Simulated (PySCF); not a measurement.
C$_{2}$H$_{6}$N (SMILES C[N-]C), charge -1, singlet, geometry from GFN2-xTB (in this run its highest filled SCF level lies above zero, so its values depend strongly on the basis, on diffuse functions most of all). Base run: M062X/6-31G, TDDFT run with PySCF.

PySCF was given this input:
```python
from pyscf import gto, scf, dft, tdscf

mol = gto.M(
    atom='''
C    -0.00450711   -0.16012117    1.14423294
N     0.05359214    0.63577940   -0.00002007
C    -0.02236646   -0.15868797   -1.14422288
H     0.82977693   -0.94369191    1.23989698
H     0.05529176    0.46516035    2.04681331
H    -0.95658511   -0.79311257    1.25393224
H     0.81031525   -0.94213013   -1.25387748
H     0.02334443    0.46772410   -2.04684276
H    -0.97604679   -0.79155078   -1.23984221
''',
    basis='6-31g',
    charge=-1,
    verbose=4,
)

mf = dft.RKS(mol)
mf.xc = 'm062x'
mf.kernel()
td = mf.TDDFT()
td.nstates = 5
td.kernel()
td.analyze()
```

Each row names what was changed in the base input (with any setting that the change needs).

```tsv
change	first excitation (eV)	oscillator strength of the first	second (eV)	core-seconds (rough)
base	4.96	0.060	6.21	90
guess vectors = 13 for 5 states	4.96	0.060	6.21	90
functional = wb97x	4.99	0.064	6.32	30
functional = camb3lyp	4.78	0.054	6.01	50
functional = lc_wpbe	5.28	0.070	6.57	60
nstates = 15	4.96	0.060	6.21	90
functional = hf	6.53	0.102	7.82	2
functional = bhandhlyp	5.18	0.063	6.39	40
functional = b3lyp	4.42	0.048	5.51	30
functional = pbe0	4.63	0.055	5.78	20
response = Tamm-Dancoff	4.99	0.073	6.24	70
```

An iterative solver can miss low states, so a row lists the states that it found.
